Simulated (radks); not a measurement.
Task: Lu5+, configuration [Xe] 4f12. All-electron calculation, Dirac Kohn-Sham, relativistic LDA (MacDonald-Vosko exchange, VWN5 correlation), spin-unpolarised, spherical densities, finite nucleus; open shells fill j = l - 1/2 first; Fermi nuclear charge, rms radius 5.37 fm. Program: a radial shooting solver on a logarithmic mesh with Libxc functionals. Some entries of the table are withheld. Estimate them.

| orbital | occ. | eigenvalue (eV) | r(max) (bohr) | <r^2> (bohr^2) |
|---|---|---|---|---|
| 1s1/2 | 2 | -62787.73 | 0.01219 | 0.0005166 |
| 2s1/2 | 2 | -10757.58 | 0.06978 | 0.007920 |
| 2p1/2 | 2 | -10282.66 | 0.05210 | 0.005678 |
| 2p3/2 | 4 | -9179.056 | 0.05860 | 0.006884 |
| 3s1/2 | 2 | -2497.616 | 0.1967 | 0.05196 |
| 3p1/2 | 2 | (1) | 0.1844 | 0.04780 |
| 3p3/2 | 4 | (2) | 0.1979 | 0.05449 |
| 3d3/2 | 4 | -1685.985 | 0.1553 | 0.04250 |
| 3d5/2 | 6 | -1634.284 | 0.1591 | 0.04434 |
| 4s1/2 | 2 | -555.9487 | 0.4473 | 0.2584 |
| 4p1/2 | 2 | (3) | 0.4478 | 0.2675 |
| 4p3/2 | 4 | (4) | 0.4764 | 0.3040 |
| 4d3/2 | 4 | (5) | 0.4749 | (6) |
| 4d5/2 | 6 | (7) | 0.4841 | (8) |
| 5s1/2 | 2 | -124.7691 | 1.022 | 1.411 |
| 5p1/2 | 2 | -98.7425 | 1.095 | 1.684 |
| 5p3/2 | 4 | -90.3332 | 1.171 | 1.919 |
| 4f5/2 | 6 | (9) | 0.4579 | 0.5297 |
| 4f7/2 | 6 | (10) | 0.4629 | 0.5450 |

Result: 
(1) 3p1/2 eigenvalue (eV): -2285.284
(2) 3p3/2 eigenvalue (eV): -2049.750
(3) 4p1/2 eigenvalue (eV): -469.0657
(4) 4p3/2 eigenvalue (eV): -414.8104
(5) 4d3/2 eigenvalue (eV): -270.9059
(6) 4d3/2 <r^2> (bohr^2): 0.3350
(7) 4d5/2 eigenvalue (eV): -260.8722
(8) 4d5/2 <r^2> (bohr^2): 0.3489
(9) 4f5/2 eigenvalue (eV): -82.6171
(10) 4f7/2 eigenvalue (eV): -80.9177
